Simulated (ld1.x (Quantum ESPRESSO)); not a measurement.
Ranking TM potentials for copper

All share these settings but for the change named:

* Element: Cu (Z = 29)
* Generator: ld1.x (Quantum ESPRESSO) 7.5
* Type: norm-conserving Troullier–Martins (Kleinman–Bylander form)
* Functional: PBE
* Relativity: scalar-relativistic
* Frozen core: [Ne] 3s2
* Valence charge: 17
* Reference configuration: 3p6 3d10 4s0 4p0 (charge +1)
* Partial waves: 4s (bound, empty): rc 1.80 bohr; 3p (bound): rc 0.80 bohr; 3d (bound): rc 1.50 bohr
* Local potential: all-electron potential smoothed inside 1.80 bohr (lloc = -2)
* Core correction: a·sin(br)/r model core, default radius (core density twice the valence density)

Test errors are all-electron minus pseudo excitation energies from the reference, over 3p6 3d10 4s1 4p0; 3p6 3d9 4s0 4p0; 3p6 3d8 4s0 4p0; 3p6 3d9 4s1 4p0; 3p6 3d10 4s0 4p1; 3p6 3d9 4s2 4p0; 3p6 3d10 4s0.5 4p0. None of these files shows a bound ghost.

The base gives 368.7 meV.

Of 10 variants that were run, those that failed, showed a ghost or another fault, or gave nearly equal values are left out.

A variant can come out equal or close to the base, since the largest error may sit in a test that the change hardly touches while other tests move.

(1) Rank these variants by their largest absolute test error, smallest first.
A. local potential the s channel
B. functional PBEsol
C. wave 3d (bound): rc 1.50 bohr becomes 3d (bound): rc 1.62 bohr

Results:

(1) C (302.2 meV), B (365.5 meV), A (912.4 meV).
